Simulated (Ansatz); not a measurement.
Reactions of `[Br][Ge][Br]`.

Gas-phase electronic energies from Ansatz, PBE0-D4/def2-TZVP geometries. CCSD(T)/CBS adds triple-zeta CCSD(T) − MP2 to the extrapolated MP2 energy (def2 sets, frozen cores). This one scheme is used for every species, atoms too. Open shells (•) are unrestricted, without spin–orbit coupling. Spin–orbit coupling would lower the free atoms: clearly for Br, Ge. Bonds to Br, Ge are less sure, by a few kJ/mol each and by 10 to 20 or more in all where they break to atoms, as the def2 sets lack core-valence functions. Scalar relativity is left out up to krypton. One conformer a species, not always the lowest.

```
                                    reaction  CCSD/CBS(def2) (kcal/mol)  CCSD(T)/CBS(def2) (kcal/mol)
 `[Br][Ge][Br]` + H₂O → `[OH][Ge][Br]` + HBr                        8.8                           8.8
     `[Br][Ge][Br]` + H₂ → `[GeH][Br]` + HBr                       29.0                          30.6
 `[Br][Ge][Br]` + H₂S → `[SH][Ge][Br]` + HBr                        8.0                           7.4
  `[Br][Ge][Br]` + H–F → `[F][Ge][Br]` + HBr                        4.6                           4.9
                `[Br][Ge][Br]` → 2 Br• + Ge•                      167.4                         173.8
 `[Br][Ge][Br]` + HCl → `[Cl][Ge][Br]` + HBr                        2.2                           2.2
`[Br][Ge][Br]` + NH₃ → `[NH2][Ge][Br]` + HBr                       12.7                          12.8
```

Largest T1 diagnostic: 0.013, for `[OH][Ge][Br]`.
